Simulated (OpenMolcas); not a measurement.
**Fe VI: effect of the IPEA shift**

- Program: OpenMolcas
- Basis: ANO-RCC-VDZP [5s4p2d1f]
- Scalar Hamiltonian: DKH2, point nucleus
- Active space: 3 electrons in 5 orbitals (3d)
- State averaging: 2S+1 = 4 even, 10 roots; 2S+1 = 2 even, 40 roots
- Spin-orbit coupling: state interaction with AMFI integrals over the reference wave functions, term energies averaged over their components

Methods on the same reference wave functions:
A. CASSCF
B. MS-CASPT2, IPEA 0.25 Eh, imaginary shift 0.1 Eh (closed shells correlated: 3s 3p)
C. MS-CASPT2, IPEA 0.5 Eh, imaginary shift 0.1 Eh (closed shells correlated: 3s 3p)

Energies in cm⁻¹ above 3d³ ⁴F_3/2, the measured ground level; measured values from Corliss and Sugar, J. Phys. Chem. Ref. Data 11, 135 (1982).

| Level | A | B | C | Measured |
| --- | --- | --- | --- | --- |
| 3d³ ⁴F_3/2 | 0.0 | 0.0 | 0.0 | 0.0 |
| 3d³ ⁴F_5/2 | 512 | 515 | 515 | 511 |
| 3d³ ⁴F_7/2 | 1204 | 1210 | 1209 | 1188 |
| 3d³ ⁴F_9/2 | 2055 | 2060 | 2060 | 2001 |
| 3d³ ⁴P_1/2 | 22652 | 19700 | 19840 | 18738 |
| 3d³ ⁴P_3/2 | 22840 | 19890 | 20030 | 18942 |
| 3d³ ²G_7/2 | 23257 | 21510 | 21750 | 20616 |
| 3d³ ⁴P_5/2 | 23472 | 20510 | 20660 | 19611 |
| 3d³ ²G_9/2 | 23947 | 22230 | 22460 | 21315 |
| 3d³ ²P_1/2 | 30658 | 27780 | 27950 | 26496 |
| 3d³ ²H_9/2 | 30763 | 30240 | 30360 | 28724 |
| 3d³ ²P_3/2 [56 %] | 30764 | 27460 | 27670 | 26215 |
| 3d³ ²H_11/2 | 31268 | 30770 | 30880 | 29203 |
| 3d³ ²D_3/2(1) [58 %] | 33705 | 29810 | 30030 | 28628 |
| 3d³ ²D_5/2(1) | 33996 | 29680 | 29950 | 28484 |
| 3d³ ²F_7/2 | 52703 | 48350 | 48590 | 46217 |
| 3d³ ²F_5/2 | 53007 | 48650 | 48890 | 46604 |
| 3d³ ²D_5/2(2) | 82283 | 75250 | 75320 | 71708 |
| 3d³ ²D_3/2(2) | 82644 | 75610 | 75690 | 72049 |

Deviations, from unrounded energies. A percentage is the sum of absolute deviations over the sum of measured energies, with the sign that they share, or ± where signs differ.

| Against measurement | Levels | A | B | C |
| --- | --- | --- | --- | --- |
| mean absolute deviation (cm-1) | 18 | 4100 | 1300 | 1500 |
| fine structure of the ground term (%) | 3 | +1.9 | +2.3 | +2.3 |
| other terms of the ground configuration (%) | 15 | +14.8 | +4.7 | +5.3 |

B lies closest to measurement on these levels and A furthest from it. The largest miss of B in the table is 3d³ ²D_3/2(2), by +3600 cm-1. The ranking rests on the paired levels alone, and a cruder setting can come out closer through cancelling errors.

Between B and C the level of the table that moves most is 3d³ ²D_5/2(1), by 280 cm-1 (lowest in B, highest in C). Moves below CASPT2's spread within the term are not significant.

The mean deviations of B to C differ by less than CASPT2's widest spread within a term (700 cm-1), so their order carries little weight.

From A to B the spin-free energies of the other terms of 3d³ shown, above ⁴F, scale by factors of 0.87 to 0.98.

The lowest spin-free term lies below A's lowest term by 0.210 hartree in B, 0.205 hartree in C.

CASPT2 does not keep the components of a term degenerate, so their means are used; among the terms shown or strongly mixed into the levels shown the widest spread is 700 cm-1 (3d³ ⁴F, B). The basis is small and was not contracted for so high a charge. Without dynamic correlation excited terms often stand tens of per cent too high (terms of higher spin than the ground term too low), and those without a measured partner can miss by more than the paired ones (holds for A). Computed and measured levels are paired by configuration, term and J; levels that our copy of the source lacks, or whose pairing is in doubt (as where it misses far off the trend of its configuration), stay unpaired and out of the deviations. Levels of configurations outside the active space are missing.

A share in square brackets marks a mixed level and gives the weight of the term that names it, the lowest over the columns. A number in round brackets counts repeated terms of one configuration in the order of the reference energies.
